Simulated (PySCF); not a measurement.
# Partial charges of `COC[SiH2][SiH2]N([SiH3])[SiH3]`

C2H15NOSi4.
SMILES with atom numbers: `[CH3:1][O:2][CH2:3][SiH2:4][SiH2:5][N:6]([SiH3:7])[SiH3:8]` (hydrogens: H9, H10, H11 on C1; H12, H13 on C3; H14, H15 on Si4; H16, H17 on Si5; H18, H19, H20 on Si7; H21, H22, H23 on Si8)

Cartesian coordinates in Å at the GFN2-xTB level; atoms count from 1:
```
atom  x, y, z in Å
C1     3.2311   -2.0680    0.6781
O2     2.3502   -1.1184    0.1410
C3     1.9277   -1.4073   -1.1813
Si4    0.6312   -0.0424   -1.5160
Si5   -0.3297    0.2292    0.5641
N6    -1.8485    1.1031    0.3972
Si7   -3.3566    0.3989    0.9052
Si8   -1.7664    2.7921   -0.0061
H9     3.4769   -1.7392    1.6862
H10    4.1489   -2.1397    0.0809
H11    2.7634   -3.0601    0.7207
H12    2.7855   -1.3912   -1.8642
H13    1.5025   -2.4188   -1.2261
H14   -0.1774   -0.5081   -2.6601
H15    1.3770    1.1045   -2.0645
H16   -0.6851   -1.0340    1.2280
H17    0.4900    0.9839    1.5254
H18   -4.4247    0.9974    0.1072
H19   -3.2798   -1.0384    0.6491
H20   -3.5904    0.6500    2.3315
H21   -3.0791    3.2067   -0.4937
H22   -1.4032    3.5849    1.1736
H23   -0.7480    2.9422   -1.0481
```

Density: PBE0/pcSseg-1 (PySCF); schemes: Mulliken, IAO, Hirshfeld and ESP-fitted. The structure is a single GFN2-xTB conformer in the gas phase; no vibrational or solvent corrections.

Q: What partial charge does each atom carry?

A: In e:

```
atom                      environment  Mulliken     IAO  Hirshfeld  ESP-fitted
  C1                   methoxy carbon    -0.018  -0.198     -0.039      -0.301
  O2                     ether oxygen    -0.540  -0.391     -0.128      -0.201
  C3       sp3 carbon bound to oxygen    -0.237  -0.317     -0.090      -0.102
 Si4                     SiH2 silicon    +0.355  +0.441     +0.239      +0.169
 Si5                     SiH2 silicon    +0.489  +0.604     +0.276      +0.295
  N6  nitrogen bridging silicon atoms    -1.085  -1.036     -0.351      -0.429
 Si7                     SiH3 silicon    +0.638  +0.742     +0.342      +0.456
 Si8                     SiH3 silicon    +0.651  +0.735     +0.341      +0.436
  H9                  methyl hydrogen    +0.123  +0.158     +0.051      +0.150
 H10                  methyl hydrogen    +0.092  +0.123     +0.038      +0.121
 H11                  methyl hydrogen    +0.089  +0.122     +0.037      +0.120
 H12               methylene hydrogen    +0.125  +0.129     +0.034      +0.092
 H13               methylene hydrogen    +0.120  +0.122     +0.031      +0.080
 H14                    Si–H hydrogen    -0.059  -0.105     -0.077      -0.072
 H15                    Si–H hydrogen    -0.048  -0.100     -0.077      -0.065
 H16                    Si–H hydrogen    -0.066  -0.107     -0.073      -0.053
 H17                    Si–H hydrogen    -0.047  -0.115     -0.078      -0.088
 H18                    Si–H hydrogen    -0.097  -0.130     -0.078      -0.105
 H19                    Si–H hydrogen    -0.100  -0.130     -0.079      -0.107
 H20                    Si–H hydrogen    -0.094  -0.148     -0.085      -0.109
 H21                    Si–H hydrogen    -0.098  -0.124     -0.075      -0.092
 H22                    Si–H hydrogen    -0.082  -0.142     -0.083      -0.103
 H23                    Si–H hydrogen    -0.110  -0.133     -0.077      -0.095
```

Mean size of the charges over all atoms: IAO 0.276 e, Mulliken 0.233 e, ESP-fitted 0.167 e, Hirshfeld 0.121 e. Each set sums to the total charge, 0, to within 0.001 e. The ESP scheme is a least-squares fit of atom-centred charges to the potential on four shells outside the van der Waals surface, with the total charge fixed. The IAO scheme counts the electrons in orthogonalised intrinsic atomic orbitals, a minimal basis polarised so that it spans the occupied orbitals exactly.

Lowest charge. All schemes agree: Mulliken N6 (-1.085); IAO N6 (-1.036); Hirshfeld N6 (-0.351); ESP-fitted N6 (-0.429).

Highest charge. All schemes pick atoms of one kind: Mulliken Si8 (+0.651); IAO Si7 (+0.742); Hirshfeld Si7 (+0.342); ESP-fitted Si7 (+0.456).

Q: How many electrons does the IAO scheme count on Si4?

A: Z − q = 14 − (+0.441) = 13.559.

Q: How closely do the schemes follow one another over all atoms?

A: Correlation coefficient and root-mean-square difference: Mulliken with IAO 0.98, 0.074 e; IAO with Hirshfeld 0.98, 0.223 e; IAO with ESP-fitted 0.96, 0.189 e; Hirshfeld with ESP-fitted 0.94, 0.078 e; Mulliken with Hirshfeld 0.94, 0.209 e; Mulliken with ESP-fitted 0.90, 0.187 e.

These values come from a run that also computed NMR shieldings. On Arm Neoverse N1, one thread, on a shared host, this took 1.8 min wall and 1.1 GiB of memory at its peak.
